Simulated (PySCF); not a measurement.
(E)-1,2-dibromo-1-chloroethene (C2HBr2Cl), SMILES C(/Br)(=C\Br)Cl. Geometry optimised at PBE-D3(BJ)/def2-SVP.

The numbers are results of PBE-D3(BJ)/def2-SVP run with PySCF, not measurements.

Harmonic wavenumbers (cm⁻¹): 137, 160, 198, 258, 443, 598, 706, 737, 851, 1174, 1581, 3165. Rotational constants (GHz): 3.246, 0.5857, 0.4962; symmetry number 1.

Work out the zero-point energy and the ideal-gas rigid-rotor harmonic-oscillator thermochemistry at 298.15 K and 1 atm.

ZPE = ½ Σ hcν = ½ × 10007 cm⁻¹ = 59.86 kJ/mol. H − E(el) = 77.81 kJ/mol. Entropy in J/(mol K): translation 176.03, rotation 126.40, vibration 47.22, total 349.66. G − E(el) = -26.45 kJ/mol. Cp = 84.47 J/(mol K). Modes under 150 cm⁻¹ make the vibrational entropy uncertain.
